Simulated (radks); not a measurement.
Values are calculated unless marked as measured or tabulated.
A nucleus of charge 39.6 with 39 electrons, configuration [Kr] 4d1 5s2. Code: a radial shooting solver on a logarithmic mesh with Libxc functionals. Model: Dirac Kohn-Sham, PBE, spin-unpolarised, spherical densities, finite nucleus; open shells fill j = l - 1/2 first; Fermi nuclear charge, rms radius 4.243 fm. Some entries of the table are withheld. Estimate them.

| orbital | occ. | eigenvalue (eV) | r(max) (bohr) | <r> (bohr) |
|---|---|---|---|---|
| 1s1/2 | 2 | -17436.14 | 0.02441 | 0.03747 |
| 2s1/2 | 2 | -2409.942 | 0.1386 | 0.1642 |
| 2p1/2 | 2 | -2204.094 | 0.1083 | 0.1403 |
| 2p3/2 | 4 | -2121.976 | 0.1119 | 0.1447 |
| 3s1/2 | 2 | -395.6709 | 0.4136 | (1) |
| 3p1/2 | 2 | -319.4032 | 0.4017 | (2) |
| 3p3/2 | 4 | -306.4233 | 0.4108 | (3) |
| 3d3/2 | 4 | (4) | 0.3514 | 0.4588 |
| 3d5/2 | 6 | (5) | 0.3541 | 0.4624 |
| 4s1/2 | 2 | -57.3157 | (6) | 1.235 |
| 4p1/2 | 2 | -37.0981 | (7) | (8) |
| 4p3/2 | 4 | -35.4362 | (9) | (10) |
| 5s1/2 | 2 | -8.0094 | 3.084 | 3.525 |
| 4d3/2 | 1 | -7.9013 | 1.613 | 2.196 |
| 4d5/2 | 0 | -7.7719 | 1.626 | 2.217 |

Answer. 
(1) 3s1/2 <r> (bohr): 0.4646
(2) 3p1/2 <r> (bohr): 0.4618
(3) 3p3/2 <r> (bohr): 0.4723
(4) 3d3/2 eigenvalue (eV): -172.0934
(5) 3d5/2 eigenvalue (eV): -169.7417
(6) 4s1/2 r(max) (bohr): 1.098
(7) 4p1/2 r(max) (bohr): 1.186
(8) 4p1/2 <r> (bohr): 1.373
(9) 4p3/2 r(max) (bohr): 1.211
(10) 4p3/2 <r> (bohr): 1.404
